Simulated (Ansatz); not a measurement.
C₂H₅ClOSi (`OC1(Cl)C[SiH2]1`), one more setting.

```yaml
crystal:
  periodic: [false, false, false]
  atoms:
    - {symbol: O, position_ang: [-0.507337, 0.656016, 1.608924]}
    - {symbol: C, position_ang: [0.297868, 0.277498, 0.568554]}
    - {symbol: Cl, position_ang: [2.044532, 0.303677, 0.974029]}
    - {symbol: C, position_ang: [-0.102562, -0.963570, -0.236034]}
    - {symbol: Si, position_ang: [-0.172585, 0.635874, -1.192935]}
    - {symbol: H, position_ang: [-0.496636, -0.043596, 2.275495]}
    - {symbol: H, position_ang: [-1.051638, -1.396394, 0.070939]}
    - {symbol: H, position_ang: [0.671925, -1.696306, -0.433523]}
    - {symbol: H, position_ang: [-1.497744, 1.223948, -1.474714]}
    - {symbol: H, position_ang: [0.897479, 0.951653, -2.157734]}
basis:
  gaussian: {orbitals: STO-3G, final_grid: {core_spheres: 8, valence_spheres: 7, degree: 23}}
hamiltonian: {xc: {name: SVWN5}}
output: {forces: true}
```

```sh
$ ansatz run in.yaml --threads 4 --pin off --events-out ev --progress --plain --max-ram 10444MiB
```

Shortened log:

```
Functional definition: SVWN5
480 factors; integrals over basis functions are off by at most 4.0e-5 eV
mean field evaluation 1: about -24208.9469 eV, gradient 2.3e1 eV
mean field evaluation 2: about -24207.6118 eV, gradient 3.2e1 eV
mean field evaluation 4: about -24210.7711 eV, gradient 1.1e0 eV
mean field evaluation 8: about -24210.6862 eV, gradient 2.6e-2 eV
mean field -24210.68616411 eV, -889.7263059384 hartree, gradient 3.2e-5 eV, S^2 0.000000; 0 other end points of the search recorded, 0 dependent functions left out
reference -24210.68618159 eV, -889.7263065809 hartree; 28, 28 occupied and 10, 10 virtual orbitals, 480 factors
Total energy: -24210.68618159 eV, -889.7263065809 hartree
Atom 0 at    -0.507337     0.656016     1.608924 Å, force    -1.264294     3.751473    -1.354086 eV/Å
Atom 1 at     0.297868     0.277498     0.568554 Å, force    -1.220954    -0.040990    -0.429854 eV/Å
Atom 2 at     2.044532     0.303677     0.974029 Å, force     2.405741     0.014993     0.435680 eV/Å
Atom 3 at    -0.102562    -0.963570    -0.236034 Å, force    -0.195391     0.085043    -1.034001 eV/Å
Atom 4 at    -0.172585     0.635874    -1.192935 Å, force    -0.176890     0.086060    -0.468863 eV/Å
Atom 5 at    -0.496636    -0.043596     2.275495 Å, force     0.308336    -2.845346     2.180586 eV/Å
Atom 6 at    -1.051638    -1.396394     0.070939 Å, force    -0.309602    -0.245653     0.144072 eV/Å
Atom 7 at     0.671925    -1.696306    -0.433523 Å, force     0.310703    -0.339981    -0.109712 eV/Å
Atom 8 at    -1.497744     1.223948    -1.474714 Å, force     0.583122    -0.295376     0.163357 eV/Å
Atom 9 at     0.897479     0.951653    -2.157734 Å, force    -0.440772    -0.170223     0.472822 eV/Å
Dipole moment:    -0.480636    -0.196018    -0.233573 e Å
```

It took 0.3 s on 4 threads of an Arm Neoverse V1 on a shared host, with 0.08 GiB of host memory at the peak.
